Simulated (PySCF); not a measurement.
## CH6FO3Si3: g tensor and hyperfine couplings

CH6FO3Si3 (doublet state).
Z-matrix (Å and degrees, GFN2-xTB geometry), rows numbered from 1:
```
F 
Si  1  1.6030
O   2  1.5874  1  109.14
Si  3  1.6359  2  142.13  1   -15.87
O   2  1.6091  1  110.34  3  -125.57
C   5  1.4231  2  116.82  1  -109.06
Si  6  1.9261  5  106.89  2    -3.96
O   2  1.6237  1  107.79  3   121.36
H   4  1.4558  3  107.26  2   -69.50
H   4  1.4552  3  108.59  2    56.81
H   6  1.0935  5  107.33  2   118.00
H   6  1.0929  5  107.31  2  -126.78
H   7  1.4549  6  113.02  5  -111.61
H   7  1.4556  6  111.90  5   111.91
```

The hyperfine couplings belong to this conformer and change with its torsions.

The species is `[Si@@]1(OC[SiH2]O1)(F)O[SiH2]` [radical].

Method: UKS B3LYP, pcH-1 on C F H O Si, non-relativistic, mean-field spin-orbit, GIAO in PySCF 2.14.0. One conformer (not necessarily the lowest) at the GFN2-xTB geometry, without solvent, vibrations or thermal averaging. Couplings are sensitive to structure, and on GFN2-xTB geometries they can be far from those on DFT ones, by a factor of two or more for some ions and for spin on atoms past the first row. No stability test was run, so a lower SCF solution isn't excluded.

| Property | Result |
| --- | --- |
| g1, g2, g3 | 2.00121, 2.00215, 2.00423 |
| g_iso | 2.00253 |
| Form of g | rhombic: the two nearest values differ by 31 % of g3 − g1 |
| ⟨S²⟩ | 0.7510 (exact 0.7500) |
| HOMO–LUMO gap, α and β orbitals | 5.35, 5.63 eV |
| Basis functions | 290 |

Hyperfine couplings atom by atom, in mT; T1 to T3 are the principal values of the dipolar part; ρ(0) is the spin density at the nucleus (MHz turned into mT with g_iso):

```json
{"atom": "F1", "isotope": "19F", "a_iso": "-0.04", "of which spin–orbit": "0.00", "T1": "-0.13", "T2": "-0.05", "T3": "0.18", "Mulliken spin population": "0.00", "ρ(0) (bohr⁻³)": "-0.0003"}
{"atom": "Si2", "isotope": "29Si", "a_iso": "-1.19", "of which spin–orbit": "0.00", "T1": "-0.17", "T2": "0.08", "T3": "0.09", "Mulliken spin population": "0.00", "ρ(0) (bohr⁻³)": "0.0376"}
{"atom": "O3", "isotope": "17O", "a_iso": "-1.83", "of which spin–orbit": "0.00", "T1": "-0.64", "T2": "0.30", "T3": "0.34", "Mulliken spin population": "0.02", "ρ(0) (bohr⁻³)": "0.0847"}
{"atom": "Si4", "isotope": "29Si", "a_iso": "-21.60", "of which spin–orbit": "0.04", "T1": "-5.93", "T2": "2.96", "T3": "2.97", "Mulliken spin population": "0.91", "ρ(0) (bohr⁻³)": "0.6824"}
{"atom": "O5", "isotope": "17O", "a_iso": "-0.02", "of which spin–orbit": "0.00", "T1": "-0.01", "T2": "0.01", "T3": "0.01", "Mulliken spin population": "0.00", "ρ(0) (bohr⁻³)": "0.0011"}
{"atom": "C6", "isotope": "13C", "a_iso": "0.01", "of which spin–orbit": "0.00", "T1": "0.00", "T2": "0.00", "T3": "0.01", "Mulliken spin population": "0.00", "ρ(0) (bohr⁻³)": "0.0002"}
{"atom": "Si7", "isotope": "29Si", "a_iso": "0.00", "of which spin–orbit": "0.00", "T1": "-0.01", "T2": "0.00", "T3": "0.00", "Mulliken spin population": "0.00", "ρ(0) (bohr⁻³)": "0.0001"}
{"atom": "O8", "isotope": "17O", "a_iso": "0.01", "of which spin–orbit": "0.00", "T1": "-0.01", "T2": "0.00", "T3": "0.00", "Mulliken spin population": "0.00", "ρ(0) (bohr⁻³)": "-0.0003"}
{"atom": "H9", "isotope": "1H", "a_iso": "3.26", "of which spin–orbit": "0.00", "T1": "-0.33", "T2": "0.03", "T3": "0.29", "Mulliken spin population": "0.03", "ρ(0) (bohr⁻³)": "0.0205"}
{"atom": "H10", "isotope": "1H", "a_iso": "3.29", "of which spin–orbit": "0.00", "T1": "-0.33", "T2": "0.03", "T3": "0.29", "Mulliken spin population": "0.03", "ρ(0) (bohr⁻³)": "0.0206"}
{"atom": "H11", "isotope": "1H", "a_iso": "0.00", "of which spin–orbit": "0.00", "T1": "-0.01", "T2": "-0.01", "T3": "0.02", "Mulliken spin population": "0.00", "ρ(0) (bohr⁻³)": "0.0000"}
{"atom": "H12", "isotope": "1H", "a_iso": "0.00", "of which spin–orbit": "0.00", "T1": "-0.01", "T2": "-0.01", "T3": "0.03", "Mulliken spin population": "0.00", "ρ(0) (bohr⁻³)": "0.0000"}
{"atom": "H13", "isotope": "1H", "a_iso": "0.00", "of which spin–orbit": "0.00", "T1": "-0.01", "T2": "-0.01", "T3": "0.02", "Mulliken spin population": "0.00", "ρ(0) (bohr⁻³)": "0.0000"}
{"atom": "H14", "isotope": "1H", "a_iso": "0.00", "of which spin–orbit": "0.00", "T1": "-0.01", "T2": "-0.01", "T3": "0.02", "Mulliken spin population": "0.00", "ρ(0) (bohr⁻³)": "0.0000"}
```

The largest Mulliken spin population is on Si4 (+0.91). The angles at Si4 add up to 332.0°, so it is pyramidal.

Axes: g3 points within 9° of the O3–Si4 bond.

Under fast tumbling the dipolar parts average out, and these isotropic splittings remain: 2 × 1H (H9/H10, I = 1/2, 3 lines) with 3.28 mT and 1 × 19F (F1, I = 1/2, 2 lines) with 0.04 mT.

Means are taken over nuclei equivalent by connectivity, which assumes that they swap fast.

The 29Si coupling of Si4 (-605.4 MHz) shows only in satellite lines or after enrichment, since that isotope makes up about 4.7 % of natural silicon.

The 17O coupling of O3 (-51.4 MHz) shows only in satellite lines or after enrichment, since that isotope makes up about 0.038 % of natural oxygen.
